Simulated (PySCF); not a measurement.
Fast rotation and ring inversion assumed for equivalent nuclei, non-relativistic Hamiltonian, a single conformation, no solvent model. NMR shieldings at PBE0/pcSseg-1/GIAO; structure optimised with GFN2-xTB; PySCF 2.14.

δ = σ(ref) − σ, references computed at the same level: ¹H (σ = 31.72 ppm), ¹³C (σ = 186.93 ppm) against TMS. Shifts are as computed. Against solution values, carbons near 30 ppm lie about +3 ppm off and those near 130 ppm about +5 ppm; carbons on Cl a further +6 ppm. Of 1309 compounds with measured shifts, 239 miss one by over three times the rms of a fit or turn the order of signals round; such compounds aren't used in these exercises. Carbons bonded to Cl come out too deshielded.

Q: Order these molecules by the shift of their most deshielded carbon-bound hydrogen, lowest δ first.
A. CO[Si](F)(F)CF
B. ClC[SiH2]c1cnccn1
C. CO[SiH2]C(F)(F)F
D. FC(F)O[C@@H](F)[SiH3]

A: C (3.93 ppm, hydrogen on a methyl carbon bonded to O), A (5.02 ppm, hydrogen on an sp3 CH2 bonded to F and Si), D (6.79 ppm, hydrogen on an sp3 CH bonded to 2 F and O), B (9.03 ppm, hydrogen on an aromatic CH next to a ring nitrogen).

Q: Order these molecules by the shift of their most deshielded carbon, lowest δ first.
A. CO[SiH2]C(F)(F)F
B. ClC[SiH2]c1cnccn1
C. CO[Si](F)(F)CF
D. FC(F)O[C@@H](F)[SiH3]

A: C (79.1 ppm, sp3 CH2 bonded to F and Si), D (122.2 ppm, sp3 CH bonded to 2 F and O), A (136.9 ppm, CF3 carbon), B (162.6 ppm, substituted aromatic carbon next to a ring nitrogen).

Q: How many ¹³C and ¹H signals does each give (equivalence by symmetry and fast rotation, but not about amide C–N or C=N bonds)? `ClC[SiH2]c1cnccn1`, `CO[Si](F)(F)CF`, `FC(F)O[C@@H](F)[SiH3]`, `CO[SiH2]C(F)(F)F`

A: ClC[SiH2]c1cnccn1: 5 C, 5 H; CO[Si](F)(F)CF: 2 C, 2 H; FC(F)O[C@@H](F)[SiH3]: 2 C, 3 H; CO[SiH2]C(F)(F)F: 2 C, 2 H.
